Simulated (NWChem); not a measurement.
Species: C2H3Cl2F; SMILES FC(Cl)(C)Cl

```xyz
8

C     -1.3007    -1.1252     0.0000
C     -0.3394     0.0326     0.0000
F     -1.0121     1.1933     0.0000
Cl     0.6931     0.0005    -1.4546
Cl     0.6931     0.0005     1.4546
H     -1.9315    -1.0635     0.8978
H     -0.7542    -2.0758     0.0000
H     -1.9315    -1.0635    -0.8978
```
Atoms are numbered in this order, from 1.

Structure relaxed at the PBE0/def2-SVP level.

Symmetry labels are those of Cs in the frame above (b1 and b2, or b-type labels, depend on it).

### Question
List the 4 lowest vertical singlet excitations from B3LYP/6-31+G* (spherical d), TDA (NWChem).

### Answer
| state | energy (eV) | oscillator strength | symmetry | leading excitation (squared amplitude) |
|---|---|---|---|---|
| S1 | 6.74 | 0.020 | a" | HOMO → LUMO (0.96) |
| S2 | 7.02 | 0.001 | a" | HOMO−1 → LUMO (0.98) |
| S3 | 7.19 | 0.004 | a' | HOMO−2 → LUMO (0.96) |
| S4 | 7.59 | 0.001 | a' | HOMO → LUMO+1 (0.79) |
